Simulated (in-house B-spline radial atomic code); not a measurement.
Ionising Hg²⁺ with different functionals

Computed with a B-spline radial code for spherical atoms: four-component Dirac-Coulomb Hamiltonian, Fermi nucleus of rms radius 5.4648 fm, spin-restricted, spherical fractional occupations for the functionals. The ionisation energy is the difference of two self-consistent energies, [Xe] 4f14 5d10 → [Xe] 4f14 5d9, without Breit or QED terms; ε is the level of the shell that loses the electron (mean over j). The electron is taken from both j subshells in proportion to 2j + 1, so the result is a j average, not the step between ground levels.

Hybrids are left out here: with spherical fractional occupations of an open shell their exact exchange keeps a self-interaction that integer-occupation calculations don't have.

| method | rung | ΔSCF (eV) | -ε(5d) (eV) |
| --- | --- | --- | --- |
| LDA VWN5 | LDA | 35.83 | 29.09 |
| relativistic LDA | LDA | 35.84 | 29.10 |
| LDA PW92 | LDA | 35.82 | 29.09 |
| LDA exchange-only | LDA | 34.23 | 27.54 |
| PBE | GGA | 35.53 | 28.79 |
| PBEsol | GGA | 35.56 | 28.82 |
| BLYP | GGA | 35.40 | 28.67 |
| RPBE | GGA | 35.45 | 28.71 |
| PW91 | GGA | 35.61 | 28.87 |
| BP86 | GGA | ? | ? |
| AM05 | GGA | ? | ? |
| OLYP | GGA | 35.61 | 28.83 |

(1) What does AM05 give?

(2) What does BP86 give?

(3) How do they compare with the NIST value?

## Answers

(1) ΔSCF 35.56 eV, and -ε(5d) = 28.81 eV.

(2) ΔSCF 35.64 eV, and -ε(5d) = 28.90 eV.

(3) NIST lists 34.49 eV ± 0.05 (measured, ground level to ground level). Errors run from -0.26 to +1.35 eV. The correlated functionals all miss on the same side by more than they spread, so the cause is common to them (Breit-QED terms, spin polarisation, the choice among j levels, multiplet and fine-structure energies, or a listed next ion that isn't the cheapest removal here) and closeness doesn't rank the functionals.
